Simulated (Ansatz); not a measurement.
Basis-set extrapolation for `FB(F)[Si](F)(F)F` (PBE0-D4/def2-TZVP geometry, frozen core, Ansatz 0.2.0). Multiplicity 1, RHF reference.

```json
{"": "HF", "def2-TZVPP": "-811.400656", "def2-QZVPP": "-811.434892"}
{"": "MP2 correlation", "def2-TZVPP": "-1.435329", "def2-QZVPP": "-1.572793"}
{"": "CCSD(T) correlation", "def2-TZVPP": "-1.484467", "def2-QZVPP": "not run"}
```

Energies in hartree. Use E(X) = E(∞) + A·exp(−7.88·√X) for Hartree–Fock and E(X) = E(∞) + B·X^(−2.97) for correlation, with X = 3 and 4, and add CCSD(T) minus MP2 of the smaller set to the MP2 limit.

Problem. What is the CCSD(T) energy at the basis-set limit?

Solution. HF limit: -811.434892 + (-0.034236) × 0.13774 = -811.43961. MP2 limit: -1.572793 + (-0.137464) × 0.74074 = -1.67462. Higher-order term: -1.484467 − (-1.435329) = -0.04914. Total: -813.16337 hartree, 7.57 eV below CCSD(T)/def2-TZVPP.
